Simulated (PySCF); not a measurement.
C2H6O2, SMILES O(CO)C at its CAM-B3LYP/def2-SVP optimised geometry (Å):

```
10

C      1.3211    -0.4669     0.0000
O     -0.0836    -0.4669     0.0000
C     -0.6499     0.8010     0.0000
O     -0.4162     1.5116    -1.1744
H      1.7237    -0.0014     0.9200
H      1.6563    -1.5116    -0.0411
H      1.7275     0.0785    -0.8676
H     -1.7275     0.6423     0.1820
H     -0.2320     1.4233     0.8135
H     -0.8382     1.0325    -1.8994
```

Calculation: CAM-B3LYP/def2-TZVP (PySCF). Cells within 0.4 Å of a nucleus heavier than hydrogen are left out (blank, or x).

Map of the HOMO−1 amplitude (bohr^(-3/2)) on the plane z = 0.0 Å; orbital energy -10.15 eV, overall sign arbitrary:

```
|3333333333333333333333333333333|
|3333333333333333333333333333333|
|3333333333333333333333333333333|
|3333333333333333333333333333333|
|3333333333333333333333333333333|
|3333333333333333333333333333333|
|3333333333322233333333333333333|
|3333333333322223333333333333333|
|3333333333322223333333333333333|
|3333344444332222333333333333333|
|3333444555542112333333333333333|
|333444556776xx02333333333333333|
|333444568999xxx1233333333333333|
|333444579999xx11233333333333333|
|3334445677765211234433333333333|
|3333444556553101344432223333333|
|33334444454320xx455xxx223333333|
|33333444444320xxx56xxx222333333|
|33333334433322xx6555x2223333333|
|3333333333333334444432223333333|
|3333333333333333444332223333333|
|3333333333333333333332233333333|
|3333333333333333333333333333333|
|3333333333333333333333333333333|
|3333333333333333333333333333333|
|3333333333333333333333333333333|
|3333333333333333333333333333333|
|3333333333333333333333333333333|
|3333333333333333333333333333333|
|3333333333333333333333333333333|
|3333333333333333333333333333333|
```
Scale: ten equal steps from -0.100 (start of '0') to 0.174 (end of '9'), in the order '0123456789'; x runs from -4.00 to 4.00, y from -4.00 (bottom) to 4.00 (top).
